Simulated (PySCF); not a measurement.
## C4H13GeN: core ionisation energies

Species: C4H13GeN.
Cartesian coordinates in Å at the PBE0-D3(BJ)/def2-SVP level; atoms count from 1:
```
atom  x, y, z in Å
C1     2.0401    0.2094    0.0269
C2     1.2723   -1.1008   -0.0180
C3    -0.1024   -0.9856   -0.6805
N4    -1.0183   -0.0454   -0.0779
C5    -1.4307   -0.3440    1.2671
Ge6   -1.2574    1.6432   -0.7460
H7     3.0413    0.0788    0.4649
H8     2.1724    0.6314   -0.9834
H9     1.5111    0.9632    0.6302
H10    1.1547   -1.4982    1.0053
H11    1.8515   -1.8631   -0.5672
H12    0.0343   -0.7084   -1.7403
H13   -0.5737   -1.9899   -0.6865
H14   -1.7451   -1.4018    1.3488
H15   -0.6476   -0.1781    2.0362
H16   -2.2989    0.2727    1.5516
H17   -0.9591    1.5675   -2.2535
H18   -0.3416    2.7142   -0.0971
H19   -2.7216    2.0458   -0.4726
```

Computed, not measured: PySCF 2.14.0, delta-SCF UKS SCAN, pcX-2 on the ionised atom, pcseg-1 elsewhere, spin-free X2C. Vertical ΔSCF values, vacuum level as zero.

**Question.** Give the core binding energies atom by atom.

**Answer.** 
| atom(s) | bonded to | level | binding energy (eV) | above the level's lowest (eV) | count |
| --- | --- | --- | --- | --- | --- |
| C1 | C and 3 H | C 1s | 290.42 | +0.11 | 1 |
| C2 | 2 C and 2 H | C 1s | 290.31 | 0.00 | 1 |
| C3 | N, C and 2 H | C 1s | 291.13 | +0.82 | 1 |
| N4 | 2 C and Ge | N 1s | 403.89 | 0.00 | 1 |
| C5 | N and 3 H | C 1s | 291.31 | +1.00 | 1 |

Lowest listed C 1s: C2, bonded to 2 C and 2 H. Highest, 1.00 eV above it: C5, bonded to N and 3 H. The widest gap between neighbouring values is 0.71 eV, between 290.42 and 291.13 eV. Summing the Pauling electronegativity differences to the bonded atoms, each weighted by its formal bond order, gives -0.70 for the lowest site and -0.56 for the highest; the largest sum, -0.21, belongs to C3, 0.18 eV below the top. The smallest sum, -1.05, belongs to C1, 0.11 eV above the lowest.

**Question.** Which effective nuclear charge Zeff reproduces each element's mean 1s value in the hydrogen-like formula E = 13.606 eV × Zeff²?

**Answer.** C (Z = 6): mean 290.8 eV, Zeff = 4.62, Z − Zeff = 1.38; N (Z = 7): mean 403.9 eV, Zeff = 5.45, Z − Zeff = 1.55. Means run over the listed sites, weighted by atom count.

**Question.** Give the binding energy of C 1s of C2 in hartree and in kJ/mol.

**Answer.** 290.31 eV = 10.6687 Eh = 28011 kJ/mol.

No level of germanium is listed. Geometry: PBE0-D3(BJ)/def2-SVP, one conformer, isolated molecule.
